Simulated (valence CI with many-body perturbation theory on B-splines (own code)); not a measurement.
**Hyperfine factors and g values of Se²⁰⁺**

Calculated by configuration interaction combined with many-body perturbation theory (CI+MBPT): four valence electrons over a frozen Dirac-Fock core [Ne], a basis of 11 s, 11 p, 10 d, 8 f, 5 g, 2 h functions for each j, with the one-electron correlation potential Σ1, the two-electron term Σ2, the three-electron term Σ3, Breit, model QED; selected CI, second order for the rest, scaled by the run's own slope (own B-spline code, finite nucleus).

No measured levels were compared; by estimate levels of excited configurations hold to 0.05 to 0.15 % of their energy, terms of the ground configuration to about 0.5 %. Among the levels kept, up to 790 cm⁻¹ of a level comes from second order outside the variational space, and about a tenth of that is noise between levels of different J, which matters for small intervals.

A/g_I is the dipole constant over the nuclear g factor μ/I (μ in nuclear magnetons, uniformly magnetised nucleus), B/Q the quadrupole constant per barn. Both hold the static response of the core; the bare values leave it out. Large factors of s and p1/2 electrons are usually good to 5 to 10 %; those of open d and f shells near neutrality can be off by tens of per cent, and small factors of p3/2, d and f electrons come from cancelling terms and can be off by a factor of two or in sign, in half-filled shells by more. B is blank for J = 1/2, where it vanishes, and for nearly pure S terms. Energies count from the lowest level. Levels with J = 0 are left out.

Names give the largest LS component (configuration and term), which can be under half, so a name can repeat, a term be missing and a line seem to break the LS rules; names also repeat where a configuration has a term twice. Letters in brackets count levels of one name in rising energy.

```csv
Level,E (cm⁻¹),g,A/g_I (MHz),A/g_I bare,B/Q (MHz/b),B/Q bare
3s²3p² ³P_1,48945,1.499,-924,-362,12000,11600
3s²3p² ³P_2,71767,1.324,24800,24200,247,249
3s²3p² ¹D_2,142590,1.173,16300,15900,23500,22800
3s3p³ ⁵S°_2,405320,1.955,60100,58700,,
3s3p³ ³D°_1,506360,0.657,-30400,-29000,16700,16200
3s3p³ ³D°_2,510750,1.248,40300,38900,26800,26000
3s3p³ ³D°_3,530070,1.332,54600,52700,-2720,-2590
3s3p³ ³P°_1,593620,1.375,67000,64600,-17800,-17300
3s3p³ ³P°_2,594630,1.282,28400,27700,-24100,-23300
3s²3p3d ¹D°_2,648060,1.150,40600,39200,-12200,-11700
3s3p³ ³S°_1,697950,1.630,-13700,-11900,554,547
3s²3p3d ³F°_2,703250,0.704,18200,17700,15100,14900
3s²3p3d ³F°_3,727040,1.088,12800,12700,16000,15800
3s3p³ ¹P°_1,771710,1.319,-10200,-8870,650,644
3s²3p3d ³F°_4,772270,1.249,6510,6710,28800,28300
3s²3p3d ³P°_2 [a],785720,1.297,4670,5030,6220,6280
3s²3p3d ³D°_1,797910,0.838,-15400,-14200,3470,3500
3s²3p3d ³D°_2,835530,1.062,4750,4990,-4700,-4420
3s²3p3d ³D°_3,847330,1.304,12300,12400,-9540,-9050
3s²3p3d ³P°_1,849620,1.189,6780,7140,-12400,-12200
3s²3p3d ³P°_2 [b],858860,1.290,16700,16600,-17000,-16500
3s²3p3d ¹F°_3,917630,1.020,9140,9100,25300,24900
3s²3p3d ¹P°_1,944080,0.981,-1600,-1140,3710,3740
3p⁴ ³P_2,1011700,1.393,19900,19900,1900,1910
3s3p²3d ⁵F_1,1042600,0.141,-39500,-37900,39.5,187
3s3p²3d ⁵F_2,1052500,1.062,12000,12000,5860,5840
3p⁴ ³P_1,1066000,1.423,12400,12700,-7210,-7010
3s3p²3d ⁵F_3,1067600,1.296,23700,23400,10500,10500
3p⁴ ¹D_2,1084200,1.108,28900,28100,-30000,-29000
3s3p²3d ⁵F_4,1091500,1.363,26500,26000,8820,8930
3s3p²3d ⁵D_1,1103400,1.456,28900,28600,-12400,-12100
3s3p²3d ⁵D_2,1104300,1.369,27600,27200,-14900,-14500
3s3p²3d ⁵D_3,1106600,1.387,35900,35100,-12800,-12300
3s3p²3d ⁵F_5,1117300,1.388,32000,31300,-16700,-15700
```

Problem. Take the isotope of mass number 79, with I = 7/2, μ = -1.018 μN and Q = 0.8 b. What is the hyperfine structure of 3s3p³ ³D°_1?

Solution. From the table A = 8860 MHz, B = 13400 MHz. Shifts from the centre of gravity in MHz: F = 5/2: -32700, F = 7/2: -18400, F = 9/2: 34400.
